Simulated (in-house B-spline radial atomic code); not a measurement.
A calculation on Ge3+ (an excited or competing configuration): its settings, and results tabulated from the run. Method: non-relativistic TPSSh, spin-polarised, spherical fractional occupations, exact exchange averaged over the configuration, point nucleus. Calculated with a radial B-spline atomic code at the basis-set limit.

Command:
```bash
python run_scf.py task.json out
```
Settings:
```
Z                32
configuration    [Ar] 3d10 5s1
hamiltonian      nr
method           tpssh
spin_polarised   True
exact_exchange   averaged over the configuration
```

Output (hartree, bohr):
```
 radial grid: 54 intervals, B-splines of order 8, outer radius 39.1892 bohr

 iter        energy (Eh)    residual
    1       -2073.946305    4.85e-02
    2       -2073.949054    1.60e-03
    3       -2073.949073    1.08e-03
    4       -2073.949078    7.07e-04
    5       -2073.949080    2.28e-04
    6       -2073.949080    5.78e-05
    7       -2073.949080    1.33e-05
    8       -2073.949080    3.45e-06
    9       -2073.949080    2.50e-07

 total energy                     -2073.94908
 kinetic                            2072.6790
 electron-nucleus                  -4920.3064
 Hartree                             851.6310
 exact exchange                       -7.6490
 exchange-correlation                -70.3037

 orbital      occ     eigenvalue          <r>       <r^2>       <1/r>     <1/r^3>       r_max
 1s up      1.000      -399.9491     0.047829  0.00306431     31.5151           -     0.03158
 1s down    1.000      -399.9481    0.0478291  0.00306431     31.5151           -     0.03158
 2s up      1.000       -51.0518     0.213548   0.0537123     6.92935           -      0.1792
 2s down    1.000       -51.0509     0.213549   0.0537128     6.92927           -      0.1792
 2p up      3.000       -45.5437     0.185212   0.0419608     6.89159     938.254      0.1426
 2p down    3.000       -45.5430     0.185212   0.0419609     6.89157     938.248      0.1426
 3s up      1.000        -7.6555     0.634014    0.463039       2.231           -       0.551
 3s down    1.000        -7.6531      0.63396    0.462925     2.23102           -       0.551
 3p up      3.000        -5.8203     0.650508    0.496955     2.10805     125.083       0.547
 3p down    3.000        -5.8182     0.650331    0.496634     2.10844     125.123      0.5471
 3d up      5.000        -2.6433      0.71457    0.641753     1.80682     14.4258      0.5031
 3d down    5.000        -2.6409     0.714779    0.642897     1.80709     14.4329      0.5031
 5s up      1.000        -0.7169      3.89734     16.9326    0.340228           -       3.811
```

Cost of the run: 0.45 s on 1 thread of Intel(R) Xeon(R) Platinum 8375C CPU @ 2.90GHz, on a shared host.
